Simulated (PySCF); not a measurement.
SMILES [SiH2](c1cccs1)CC(C)C, GFN2-xTB optimised geometry.

```
24

C      0.82    -1.88    -3.30
C      1.87    -0.97    -2.67
C      3.04    -0.77    -3.63
C      2.37    -1.54    -1.34
Si     1.04    -1.79     0.01
C     -0.14    -0.33     0.00
C     -1.50    -0.33     0.00
C     -2.07     0.95     0.00
C     -1.14     1.94     0.00
S      0.46     1.30     0.00
H     -0.06    -1.95    -2.67
H      0.52    -1.49    -4.27
H      1.23    -2.88    -3.44
H      1.41     0.01    -2.48
H      3.79    -0.10    -3.19
H      2.70    -0.33    -4.56
H      3.52    -1.72    -3.85
H      3.13    -0.86    -0.94
H      2.87    -2.49    -1.53
H      1.70    -1.87     1.32
H      0.24    -3.00    -0.21
H     -2.08    -1.24     0.00
H     -3.13     1.14     0.00
H     -1.28     3.00     0.00
```

Density from CAM-B3LYP/def2-SVP (PySCF) at that geometry.

Minimum of the electron density along straight lines between bonded atoms, close to the bond critical point (lines longer than 1.1 times the sum of covalent radii, or with two minima, are not listed):

```json
[
 {"bond": "C1–C2", "length / Å": "1.525", "ρ at the minimum / e bohr⁻³": "0.248", "∇²ρ there / e bohr⁻⁵": "-0.58", "position (fraction from the first atom)": "0.50"},
 {"bond": "C2–C3", "length / Å": "1.528", "ρ at the minimum / e bohr⁻³": "0.246", "∇²ρ there / e bohr⁻⁵": "-0.57", "position (fraction from the first atom)": "0.50"},
 {"bond": "C2–C4", "length / Å": "1.531", "ρ at the minimum / e bohr⁻³": "0.242", "∇²ρ there / e bohr⁻⁵": "-0.55", "position (fraction from the first atom)": "0.50"},
 {"bond": "C4–Si5", "length / Å": "1.904", "ρ at the minimum / e bohr⁻³": "0.113", "∇²ρ there / e bohr⁻⁵": "0.30", "position (fraction from the first atom)": "0.62"},
 {"bond": "Si5–C6", "length / Å": "1.877", "ρ at the minimum / e bohr⁻³": "0.111", "∇²ρ there / e bohr⁻⁵": "0.38", "position (fraction from the first atom)": "0.38"},
 {"bond": "C6–C7", "length / Å": "1.364", "ρ at the minimum / e bohr⁻³": "0.322", "∇²ρ there / e bohr⁻⁵": "-0.81", "position (fraction from the first atom)": "0.51"},
 {"bond": "C7–C8", "length / Å": "1.411", "ρ at the minimum / e bohr⁻³": "0.299", "∇²ρ there / e bohr⁻⁵": "-0.75", "position (fraction from the first atom)": "0.50"},
 {"bond": "C8–C9", "length / Å": "1.357", "ρ at the minimum / e bohr⁻³": "0.326", "∇²ρ there / e bohr⁻⁵": "-0.84", "position (fraction from the first atom)": "0.49"},
 {"bond": "C6–S10", "length / Å": "1.736", "ρ at the minimum / e bohr⁻³": "0.210", "∇²ρ there / e bohr⁻⁵": "-0.42", "position (fraction from the first atom)": "0.46"},
 {"bond": "C9–S10", "length / Å": "1.717", "ρ at the minimum / e bohr⁻³": "0.219", "∇²ρ there / e bohr⁻⁵": "-0.49", "position (fraction from the first atom)": "0.47"},
 {"bond": "C1–H11", "length / Å": "1.088", "ρ at the minimum / e bohr⁻³": "0.277", "∇²ρ there / e bohr⁻⁵": "-1.02", "position (fraction from the first atom)": "0.63"},
 {"bond": "C1–H12", "length / Å": "1.088", "ρ at the minimum / e bohr⁻³": "0.276", "∇²ρ there / e bohr⁻⁵": "-1.02", "position (fraction from the first atom)": "0.63"},
 {"bond": "C1–H13", "length / Å": "1.088", "ρ at the minimum / e bohr⁻³": "0.276", "∇²ρ there / e bohr⁻⁵": "-1.01", "position (fraction from the first atom)": "0.62"},
 {"bond": "C2–H14", "length / Å": "1.096", "ρ at the minimum / e bohr⁻³": "0.278", "∇²ρ there / e bohr⁻⁵": "-1.02", "position (fraction from the first atom)": "0.63"},
 {"bond": "C3–H15", "length / Å": "1.088", "ρ at the minimum / e bohr⁻³": "0.276", "∇²ρ there / e bohr⁻⁵": "-1.02", "position (fraction from the first atom)": "0.63"},
 {"bond": "C3–H16", "length / Å": "1.088", "ρ at the minimum / e bohr⁻³": "0.276", "∇²ρ there / e bohr⁻⁵": "-1.02", "position (fraction from the first atom)": "0.63"},
 {"bond": "C3–H17", "length / Å": "1.089", "ρ at the minimum / e bohr⁻³": "0.276", "∇²ρ there / e bohr⁻⁵": "-1.01", "position (fraction from the first atom)": "0.62"},
 {"bond": "C4–H18", "length / Å": "1.093", "ρ at the minimum / e bohr⁻³": "0.271", "∇²ρ there / e bohr⁻⁵": "-0.96", "position (fraction from the first atom)": "0.62"},
 {"bond": "C4–H19", "length / Å": "1.092", "ρ at the minimum / e bohr⁻³": "0.271", "∇²ρ there / e bohr⁻⁵": "-0.96", "position (fraction from the first atom)": "0.62"},
 {"bond": "Si5–H20", "length / Å": "1.469", "ρ at the minimum / e bohr⁻³": "0.117", "∇²ρ there / e bohr⁻⁵": "0.32", "position (fraction from the first atom)": "0.49"},
 {"bond": "Si5–H21", "length / Å": "1.468", "ρ at the minimum / e bohr⁻³": "0.117", "∇²ρ there / e bohr⁻⁵": "0.33", "position (fraction from the first atom)": "0.49"},
 {"bond": "C7–H22", "length / Å": "1.076", "ρ at the minimum / e bohr⁻³": "0.285", "∇²ρ there / e bohr⁻⁵": "-1.11", "position (fraction from the first atom)": "0.64"},
 {"bond": "C8–H23", "length / Å": "1.076", "ρ at the minimum / e bohr⁻³": "0.284", "∇²ρ there / e bohr⁻⁵": "-1.10", "position (fraction from the first atom)": "0.64"},
 {"bond": "C9–H24", "length / Å": "1.072", "ρ at the minimum / e bohr⁻³": "0.286", "∇²ρ there / e bohr⁻⁵": "-1.13", "position (fraction from the first atom)": "0.65"}
]
```
